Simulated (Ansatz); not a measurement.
Reaction (formal hydrolysis of the Si–Cl bond): `CO[SiH2]S[SiH2]Cl` + H₂O → `CO[SiH2]S[SiH2]O` + HCl

Isolated molecules relaxed with PBE0-D4/def2-TZVP in Ansatz; ΔE leaves out vibrations. CCSD(T)/CBS is the MP2 limit (def2-TZVPP, def2-QZVPP) plus CCSD(T) − MP2 in def2-TZVPP, frozen cores. This one scheme is used for every species. Functionals use def2-TZVPP. B3LYP here is the variant with VWN-RPA as its local correlation; programs differ in this. Each species was taken in one conformer, which may not be the lowest.

```csv
level,ΔE (kJ/mol),difference from CCSD(T)/CBS
PBE-D4,-7.0,1.5
r2SCAN-D4,-12.6,-4.1
PBE0-D4,-5.8,2.7
B3LYP-D4,-11.4,-2.9
ωB97X-V,-11.6,-3.1
B2PLYP,-14.6,-6.1
r2SCAN,-13.2,-4.7
PBE0,-7.9,0.6
B3LYP,-14.8,-6.3
HF/def2-TZVPP,-12.7,-4.2
MP2/def2-TZVPP,-11.2,-2.7
SCS-MP2/def2-TZVPP,-13.4,-4.9
CCSD/def2-TZVPP,-14.9,-6.4
CCSD(T)/def2-TZVPP,-15.1,-6.6
SCS-MP2/def2-QZVPP,-9.7,-1.2
CCSD/CBS(def2),-8.4,0.1
CCSD(T)/CBS,-8.5,0
```

Largest T1 diagnostic among the species: 0.012.

The D4 term adds +3.5 kJ/mol with B3LYP and +2.1 kJ/mol with PBE0; it sums over pairs of atoms, weighted by their polarisabilities, and B3LYP, whose exchange is more repulsive, gets the larger term.
